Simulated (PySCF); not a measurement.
V(O)(F)3 cation (F₃OV), SMILES [O]=[V]([F])([F])[F] (connectivity only; charge and spin as stated), charge +1, multiplicity 2.

Coordinates come from a PBE0-D3(BJ)/def2-SVP optimisation. The geometry has at least one imaginary mode, so it is a saddle point at that level. The spin state was assumed, not searched. The isomer is the one that the SMILES or the coordinates give; other isomers of the formula were not compared.

These are PBE/def2-TZVP (PySCF) values and carry that method's errors.

| Property | Result |
|---|---|
| total energy | -1318.13022 hartree |
| point group | Cs |
| α spin, highest occupied and lowest empty level | -16.94 and -12.69 eV |
| β spin, highest occupied and lowest empty level | -16.40 and -15.75 eV |
| dipole moment about the centre of nuclear charge | 0.49 D |
| mean static polarisability | 34.4 bohr³ (5.10 Å³) |
| polarisability, principal values | 30.5, 35.2, 37.5 bohr³ |
| ⟨S²⟩ | 0.759 (pure state 0.75) |
